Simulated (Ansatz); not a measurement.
Basis-set extrapolation for CHBFNO, SMILES `O=C=NBF` (PBE0-D4/def2-TZVP geometry, frozen core, Ansatz 0.2.0). Multiplicity 1, RHF reference.

```
                     cc-pV(T+d)Z  cc-pV(Q+d)Z
                 HF  -292.105000  -292.127156
    MP2 correlation    -0.908108    -0.978537
CCSD(T) correlation    -0.948074    -1.014779
```

Energies in hartree. Use E(X) = E(∞) + A·exp(−5.46·√X) for Hartree–Fock and E(X) = E(∞) + B·X^(−3.05) for correlation, with X = 3 and 4.

Task: What is the CCSD(T) energy at the basis-set limit?

Result: HF limit: -292.127156 + (-0.022156) × 0.30130 = -292.13383. Correlation limit: -1.014779 + (-0.066705) × 0.71189 = -1.06227. Total: -293.19610 hartree, 3.89 eV below CCSD(T)/cc-pV(T+d)Z.
